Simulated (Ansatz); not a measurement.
Scan of H₂F (cation, charge +1), singlet: symmetric bend, bond length relaxed. Scanned: H-F-H angle. Other coordinates (F-H bond length) were minimised at PBE0/def2-TZVP.

The free coordinates were minimised at PBE0/def2-TZVP in PySCF; the energy column is full CI/def2-SVP, frozen core (Ansatz, an electronic-structure program), in kcal/mol.

```json
[
 {"a / °": "180", "F-H bond length / Å": "0.962", "E": "16.6"},
 {"a / °": "172.80", "F-H bond length / Å": "0.962", "E": "16.2"},
 {"a / °": "164.59", "F-H bond length / Å": "0.962", "E": "14.7"},
 {"a / °": "155.27", "F-H bond length / Å": "0.962", "E": "12.0"},
 {"a / °": "147.27", "F-H bond length / Å": "0.962", "E": "9.1"},
 {"a / °": "139.47", "F-H bond length / Å": "0.962", "E": "6.2"},
 {"a / °": "131", "F-H bond length / Å": "0.963", "E": "3.3"},
 {"a / °": "123.96", "F-H bond length / Å": "0.963", "E": "1.4"},
 {"a / °": "114.42", "F-H bond length / Å": "0.965", "E": "0.0"},
 {"a / °": "107.26", "F-H bond length / Å": "0.966", "E": "0.1"},
 {"a / °": "99.89", "F-H bond length / Å": "0.969", "E": "1.6"},
 {"a / °": "92.04", "F-H bond length / Å": "0.973", "E": "5.0"},
 {"a / °": "85.21", "F-H bond length / Å": "0.978", "E": "9.6"},
 {"a / °": "75.33", "F-H bond length / Å": "0.988", "E": "19.6"},
 {"a / °": "66.91", "F-H bond length / Å": "1.000", "E": "31.6"},
 {"a / °": "60", "F-H bond length / Å": "1.014", "E": "44.0"}
]
```
